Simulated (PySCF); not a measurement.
## Dipole response of Zr⁺ (zirconium, charge +1)

[Kr] 4d1 5s2, 2D determinant (an excited configuration). Computed with PySCF 2.14 in ANO-RCC-VTZP (7s6p4d2f1g, 68 functions), with scalar relativity by spin-free X2C-1e. Coupled (time-dependent) response in atomic units; α is the mean over directions. The basis has no added diffuse functions, which lowers α and C₆.

```json
{"method": "UHF", "mean α (bohr³)": "84.71", "α xx, yy, zz": "62.41, 62.41, 129.3", "C₆ (like pair)": "702.3", "S(−4)": "337100"}
{"method": "PBE", "mean α (bohr³)": "64.91", "α xx, yy, zz": "64.62, 64.62, 65.49", "C₆ (like pair)": "654.2", "S(−4)": "1872"}
{"method": "PBE0", "mean α (bohr³)": "67.80", "α xx, yy, zz": "67.57, 67.57, 68.27", "C₆ (like pair)": "693.7", "S(−4)": "2056"}
```

S(−4) is the Cauchy moment in α(ω) = α(0) + S(−4) ω² + …

Spin-orbit coupling is absent.

α(iu) at PBE:

```json
{"u (hartree)": "0", "α(iu) (bohr³)": "64.91"}
{"u (hartree)": "0.0500", "α(iu) (bohr³)": "60.59"}
{"u (hartree)": "0.100", "α(iu) (bohr³)": "50.80"}
{"u (hartree)": "0.200", "α(iu) (bohr³)": "32.01"}
{"u (hartree)": "0.300", "α(iu) (bohr³)": "20.95"}
{"u (hartree)": "0.500", "α(iu) (bohr³)": "11.35"}
{"u (hartree)": "0.750", "α(iu) (bohr³)": "6.920"}
{"u (hartree)": "1.00", "α(iu) (bohr³)": "4.853"}
{"u (hartree)": "1.50", "α(iu) (bohr³)": "2.854"}
{"u (hartree)": "2.00", "α(iu) (bohr³)": "1.886"}
{"u (hartree)": "3.00", "α(iu) (bohr³)": "0.9939"}
{"u (hartree)": "5.00", "α(iu) (bohr³)": "0.4144"}
```

For an ion, C₆ is the dispersion term alone; charge-induced terms of lower order in 1/R come first.

The components differ because the open shell of this determinant is not spherical; for a pure term their mean is the scalar polarisability.

⟨L²⟩ = 8.33 against 6 for a pure D term, so this real determinant mixes terms. The s, p, d and f populations moved away from the nominal configuration during the SCF.
